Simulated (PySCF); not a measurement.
InCl2, optimised at GFN2-xTB:

```xyz
3

In     0.0214     0.0086     0.0429
Cl     1.0047     0.4718    -2.1038
Cl    -1.3947    -1.9338     0.1501
```

Method: PySCF energies (xtb for GFN2) plus ideal-gas RRHO corrections (1 bar). Open shells (unrestricted): InCl2 (multiplicity 2). GFN2 has no spin-polarisation term. In: scalar-relativistic def2 core potential, no spin-orbit coupling. InCl2: computed as isolated molecules; such fragments, hydroxides, amides, oligomers or adducts are transient or little studied in the gas.

Task: List the harmonic frequencies (cm⁻¹, unscaled) at this level and at the other levels, each on its own geometry.

Result: 
- GFN2-xTB: 64, 231, 246
- PBE/def2-SVP: 76, 297, 333
- PBE0/def2-TZVP: 83, 320, 350
